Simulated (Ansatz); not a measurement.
Computed with Ansatz on PBE0-D4/def2-TZVP structures; ΔE is electronic, products minus reactants. CBS: MP2 limit from def2 TZ/QZ plus the TZ coupled-cluster correction, frozen cores. This one scheme is used for every species. DFT in def2-TZVPP. B3LYP here is the variant with VWN-RPA as its local correlation; programs differ in this. For Ga outer-core shells are correlated without core-valence functions, which leaves a few kJ/mol of doubt a bond. Scalar relativity is left out up to krypton. One conformer a species, not always the lowest.

Reaction (cleavage of the B–Ga bond): `O[BH][GaH2]` + H₂S → `OBS` + `[GaH3]`

(1) Is it downhill or uphill in electronic energy at CCSD(T)/CBS, and by how much? (Estimate.)

(2) What do these levels give: PBE-D4, revPBE-D4, B97M-V, B3LYP-D4, BHLYP-D4, CAM-B3LYP-D4, BLYP, CCSD/def2-SVP, HF/def2-TZVPP, MP2/def2-TZVPP, CCSD(T)/def2-TZVPP, MP2/CBS(def2)? (An estimate is asked.)

(3) What do rigid-rotor, harmonic-oscillator terms from PBE0-D4/def2-TZVP frequencies (298.15 K, 1 bar) make of the CCSD(T)/CBS value? (An estimate is asked.)

Largest T1 diagnostic among the species: 0.014.

## Answers

(1) Computed: Downhill: ΔE = -92.2 kJ/mol.

(2) The calculation gave: PBE-D4 -94.5, revPBE-D4 -96.0, B97M-V -108.4, B3LYP-D4 -95.2, BHLYP-D4 -98.2, CAM-B3LYP-D4 -96.6, BLYP -91.5, CCSD/def2-SVP -103.9, HF/def2-TZVPP -102.1, MP2/def2-TZVPP -101.2, CCSD(T)/def2-TZVPP -94.2, MP2/CBS(def2) -99.3 kJ/mol.

(3) Ansatz gave: ΔZPE = +1.9 kJ/mol, ΔH = -92.8 kJ/mol, ΔS = -19 J/(mol·K), ΔG = -87.2 kJ/mol.

Leaving LDA and LC-ωPBE aside and taking each functional with its dispersion term where it has one, the values, not all of them listed here, spread over 15.3 kJ/mol, from B97M-V to BLYP-D4. LDA lies −5.3 kJ/mol from PBE without D4. From BLYP to BHLYP (50 % exact exchange), in def2-TZVPP and without D4, ΔE moves by −7.1 kJ/mol.
